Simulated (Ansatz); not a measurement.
Gas-phase electronic energies from Ansatz, PBE0-D4/def2-TZVP geometries. CCSD(T)/CBS is the MP2 limit (def2-TZVPP, def2-QZVPP) plus CCSD(T) − MP2 in def2-TZVPP, frozen cores. This one scheme is used for every species. DFT in def2-TZVPP. B3LYP here is the variant with VWN-RPA as its local correlation; programs differ in this. Each species was taken in one conformer, which may not be the lowest.

`N=C(N)[SiH3]` + HCl → `N=C(N)Cl` + SiH₄  (substitution at a C–Si bond)

`N=C(N)[SiH3]`:

Z-matrix (Å, degrees):
```
Si
C 1 1.898
H 1 1.480 2 109.4
H 1 1.483 2 109.4 3 121.3
H 1 1.492 2 109.5 3 -119.9
N 2 1.368 1 118.5 3 133.2
N 2 1.276 1 114.4 3 -50.1
H 6 1.004 2 119.7 1 -17.6
H 6 1.008 2 119.4 1 -172.7
H 7 1.024 2 112.6 1 -178.3
```

HCl:

Z-matrix (Å, degrees):
```
Cl
H 1 1.279
```

`N=C(N)Cl`:

Cartesian coordinates in Å:
```
N 0.141 0.626 1.247
C 0.238 0.019 0.154
N -0.710 0.024 -0.815
Cl 1.655 -0.916 -0.349
H 0.971 0.554 1.819
H -1.607 0.390 -0.543
H -0.689 -0.696 -1.513
```

SiH₄:

```xyz
5

Si    0.000    0.000    0.000
H    -1.242   -0.099   -0.807
H     0.934   -1.084   -0.394
H    -0.334   -0.134    1.440
H     0.642    1.317   -0.239
```

```tsv
level	ΔE (kcal/mol)
revPBE-D4	1.3
B3LYP-D4	2.5
CAM-B3LYP-D4	2.8
r2SCAN	0.9
PBE0	1.8
CCSD/def2-SVP	2.4
SCS-MP2/def2-TZVPP	3.1
HF/def2-QZVPP	3.1
```

Task: What does CCSD(T)/CBS give? (Best estimate.)

Result: Computed: +4.3 kcal/mol. The listed levels differ from it by -3.0, -1.8, -1.5, -3.4, -2.5, -1.9, -1.2, -1.2 kcal/mol.

Largest T1 diagnostic among the species: 0.014.

Leaving LDA and LC-ωPBE aside and taking each functional with its dispersion term where it has one, the values, not all of them listed here, spread over 2.3 kcal/mol, from r2SCAN-D4 to BHLYP-D4. From BLYP to BHLYP (50 % exact exchange), in def2-TZVPP and without D4, ΔE moves by +1.6 kcal/mol. At CCSD(T), def2-SVP lies −2.3 kcal/mol from the extrapolated value and def2-TZVPP −0.4 kcal/mol.
